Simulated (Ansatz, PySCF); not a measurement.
Breaking a bond: SiS, singlet.

Levels: UCCSD(T) = CCSD(T) on UHF/cc-pVTZ, frozen core (Ansatz, a quantum-chemistry and plane-wave program); UHF/cc-pVTZ (PySCF); RCCSDT(Q) = Ansatz with CCSDT(Q) on RHF/cc-pVTZ, frozen core; RKS-r2SCAN = restricted r2SCAN/cc-pVTZ run with PySCF.

Energies are in kcal/mol, each relative to the lowest point of its own curve near equilibrium.

```json
[
 {"R / Å": "1.44", "UCCSD(T)": "213.9", "UHF": "204.5", "RCCSDT(Q)": "214.5", "RKS-r2SCAN": "208.4"},
 {"R / Å": "1.52", "UCCSD(T)": "131.9", "UHF": "123.4", "RCCSDT(Q)": "132.4", "RKS-r2SCAN": "127.7"},
 {"R / Å": "1.65", "UCCSD(T)": "51.3", "UHF": "44.9", "RCCSDT(Q)": "51.7", "RKS-r2SCAN": "48.9"},
 {"R / Å": "1.73", "UCCSD(T)": "24.2", "UHF": "19.4", "RCCSDT(Q)": "24.5", "RKS-r2SCAN": "22.6"},
 {"R / Å": "1.84", "UCCSD(T)": "5.0", "UHF": "2.7", "RCCSDT(Q)": "5.2", "RKS-r2SCAN": "4.4"},
 {"R / Å": "1.86", "UCCSD(T)": "3.2", "UHF": "1.4", "RCCSDT(Q)": "3.4", "RKS-r2SCAN": "2.7"},
 {"R / Å": "1.93", "UCCSD(T)": "0.0", "UHF": "0.0", "RCCSDT(Q)": "0.0", "RKS-r2SCAN": "0.0"},
 {"R / Å": "1.98", "UCCSD(T)": "0.1", "UHF": "1.5", "RCCSDT(Q)": "0.0", "RKS-r2SCAN": "…"},
 {"R / Å": "2.03", "UCCSD(T)": "1.7", "UHF": "4.5", "RCCSDT(Q)": "1.5", "RKS-r2SCAN": "2.3"},
 {"R / Å": "2.11", "UCCSD(T)": "6.6", "UHF": "11.9", "RCCSDT(Q)": "6.2", "RKS-r2SCAN": "…"},
 {"R / Å": "2.28", "UCCSD(T)": "24.9", "UHF": "30.0", "RCCSDT(Q)": "21.8", "RKS-r2SCAN": "24.9"},
 {"R / Å": "2.43", "UCCSD(T)": "43.5", "UHF": "42.7", "RCCSDT(Q)": "37.7", "RKS-r2SCAN": "43.1"},
 {"R / Å": "2.57", "UCCSD(T)": "61.5", "UHF": "53.8", "RCCSDT(Q)": "51.4", "RKS-r2SCAN": "60.3"},
 {"R / Å": "2.91", "UCCSD(T)": "97.3", "UHF": "74.7", "RCCSDT(Q)": "38.4", "RKS-r2SCAN": "98.5"},
 {"R / Å": "3.24", "UCCSD(T)": "118.3", "UHF": "…", "RCCSDT(Q)": "…", "RKS-r2SCAN": "127.8"},
 {"R / Å": "3.50", "UCCSD(T)": "130.6", "UHF": "85.3", "RCCSDT(Q)": "…", "RKS-r2SCAN": "145.5"},
 {"R / Å": "3.94", "UCCSD(T)": "134.6", "UHF": "86.7", "RCCSDT(Q)": "178.3", "RKS-r2SCAN": "166.6"},
 {"R / Å": "4.29", "UCCSD(T)": "135.7", "UHF": "…", "RCCSDT(Q)": "182.4", "RKS-r2SCAN": "177.5"},
 {"R / Å": "4.72", "UCCSD(T)": "136.3", "UHF": "87.7", "RCCSDT(Q)": "184.4", "RKS-r2SCAN": "186.2"},
 {"R / Å": "5.21", "UCCSD(T)": "136.7", "UHF": "88.0", "RCCSDT(Q)": "185.1", "RKS-r2SCAN": "192.1"},
 {"R / Å": "5.88", "UCCSD(T)": "137.0", "UHF": "88.1", "RCCSDT(Q)": "185.4", "RKS-r2SCAN": "196.2"},
 {"R / Å": "6.73", "UCCSD(T)": "137.1", "UHF": "88.3", "RCCSDT(Q)": "185.5", "RKS-r2SCAN": "198.4"},
 {"R / Å": "7.81", "UCCSD(T)": "137.1", "UHF": "88.3", "RCCSDT(Q)": "185.5", "RKS-r2SCAN": "—"}
]
```

Question: What belongs in the gaps?

Answer: 
- 1.98, RKS-r2SCAN: 0.4
- 2.11, RKS-r2SCAN: 7.6
- 3.24, UHF: 82.8
- 3.24, RCCSDT(Q): 159.8
- 3.50, RCCSDT(Q): 168.5
- 4.29, UHF: 87.3

A dash means that the run gave no value there, or that the column was ended at a point which the program doubted or which failed a test of continuity chosen for this set; such a test can also cut sound points.

The unrestricted solution behind UCCSD(T), UHF changes between 2.57 and 2.91 Å, which can leave a kink. The unrestricted determinant behind UCCSD(T), UHF is spin-contaminated at 2.28 to 7.81 Å (<S²> up to 2.0, against 0.00 for a pure singlet). The T1 diagnostic of CCSD on the restricted reference of RCCSDT(Q) exceeds 0.045 at 2.43 to 3.50 Å. The restricted form behind RKS-r2SCAN keeps the bonding electrons paired and can't separate into open-shell fragments.
